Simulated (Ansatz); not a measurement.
Geometry optimisation, RKS PBE-D4/def2-SVP (Ansatz).

input.yaml

```yaml
crystal:
  periodic: [false, false, false]
  atoms:
    - { symbol: As, position_ang: [-1.198, 1.3542, 1.8603] }
    - { symbol: S, position_ang: [-0.9359, 1.8342, -0.3502] }
    - { symbol: B, position_ang: [0.0403, 0.2669, -0.5954] }
    - { symbol: C, position_ang: [0.2526, -1.261, -0.9173] }
    - { symbol: Si, position_ang: [1.8475, -0.7544, -0.5953] }
    - { symbol: H, position_ang: [-2.3442, 2.522, 1.9679] }
    - { symbol: H, position_ang: [-2.2778, 0.2921, 1.5423] }
    - { symbol: H, position_ang: [-0.238, -1.9008, -0.142] }
    - { symbol: H, position_ang: [-0.032, -1.4877, -1.9346] }
    - { symbol: H, position_ang: [2.6455, -0.1798, -1.6519] }
    - { symbol: H, position_ang: [2.3053, -0.7429, 0.8367] }
basis:
  gaussian: { orbitals: def2-SVP }
hamiltonian:
  xc: pbe
  dispersion: d4
relax:
  f_tol: 0.02
  max_steps: 50
```

Command:

```bash
$ ansatz run input.yaml --threads 2 --pin off --max-ram 3072MiB --backend cpu --events-out ev --progress --plain --runs-dir out
```

Where does it end, and by what steps?

The forces met the threshold. The force dipped under the threshold on the way, but the program's further checks kept it going. After 32 steps the energy has fallen by 2.100 eV; H7 moved furthest, 1.54 Å.

```csv
step,energy less start (eV),largest force component (eV/Å),accepted
0,0.0000,5.551,yes
2,-1.2270,1.281,yes
4,-1.3962,0.624,yes
6,-1.7033,0.585,yes
8,-1.9308,0.435,yes
10,-2.0580,0.254,yes
12,-2.0920,0.288,yes
14,-2.0960,0.074,yes
16,-2.0967,0.034,yes
18,-2.0975,0.047,yes
20,-2.0982,0.086,no
22,-2.0991,0.097,yes
24,-2.0995,0.054,yes
26,-2.0998,0.017,yes
28,-2.1000,0.023,yes
30,-2.1002,0.017,yes
32,-2.1002,0.016,yes
```

```xyz
11
Properties=species:S:1:pos:R:3
As -1.062 1.951 1.725
S -1.712 0.651 -0.075
B -0.262 -0.323 -0.306
C 0.281 -1.289 -1.396
Si 1.678 -0.598 -0.245
H -2.141 3.025 1.442
H -2.024 1.258 2.719
H 0.215 -2.366 -1.134
H 0.104 -1.131 -2.477
H 2.620 0.456 -0.749
H 2.367 -1.691 0.515
```

Whether the end is a true minimum wasn't checked by a vibrational analysis.

Run time: 100 s on 2 threads of Arm Neoverse V2 (shared host), peak memory 0.19 GiB.
